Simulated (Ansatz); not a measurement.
Ansatz (a quantum-chemistry and plane-wave program) input (PBE0/def2-SVP):

Ansatz 0.2 input:
```yaml
crystal:
  periodic: [false, false, false]
  atoms:
    - {symbol: C, position_ang: [-2.26527395, 0.09155387, 0.14621150]}
    - {symbol: C, position_ang: [-1.20012732, -0.44631619, -0.82098213]}
    - {symbol: C, position_ang: [-0.05768726, 0.48772330, -1.00898531]}
    - {symbol: C, position_ang: [1.34094812, 0.10670598, -0.70215563]}
    - {symbol: C, position_ang: [1.66492936, -0.12390581, 0.76584856]}
    - {symbol: O, position_ang: [0.88322831, -0.05755510, 1.67563148]}
    - {symbol: H, position_ang: [-1.83314336, 0.25154399, 1.13346028]}
    - {symbol: H, position_ang: [-3.09704851, -0.61007991, 0.23658830]}
    - {symbol: H, position_ang: [-2.66589555, 1.04312807, -0.20983385]}
    - {symbol: H, position_ang: [-0.83480515, -1.41115927, -0.45897218]}
    - {symbol: H, position_ang: [-1.68068302, -0.64524406, -1.78994711]}
    - {symbol: H, position_ang: [-0.26979298, 1.51383168, -1.28387099]}
    - {symbol: H, position_ang: [1.62629174, -0.83637248, -1.19824822]}
    - {symbol: H, position_ang: [2.06284369, 0.84632450, -1.06662084]}
    - {symbol: H, position_ang: [2.72967315, -0.38609880, 0.95277063]}
basis:
  gaussian:
    orbitals: def2-SVP
hamiltonian:
  xc: {name: PBE0}
magnetization: {spin_polarized: true, initial_magnetization: 1}
```

Output:

```
Functional definition: PBE0
integrals: 0.07 GiB planned
1455 factors; their error is unknown
0.19 GiB of the device are held for the grids
0.64 GiB of device memory are held for the factors and their scratch space
mean field: 0.61 GiB planned
mean field evaluation 1: about -7354.8895 eV, gradient 4.1e1 eV
mean field evaluation 2: about -7349.6509 eV, gradient 5.6e1 eV
mean field evaluation 4: about -7363.0472 eV, gradient 2.7e0 eV
mean field evaluation 8: about -7363.0784 eV, gradient 7.8e-2 eV
mean field evaluation 16: about -7363.0602 eV, gradient 5.9e-4 eV
mean field -7363.06019047 eV, -270.5874711384 hartree, gradient 2.3e-5 eV, S^2 0.754904; 0 other end points of the search recorded, 0 dependent functions left out
reference -7363.06021701 eV, -270.5874721137 hartree; 24, 23 occupied and 105, 106 virtual orbitals, 1455 factors
Total energy: -7363.06021701 eV, -270.5874721137 hartree
```

It need not be the lowest isomer of its formula.
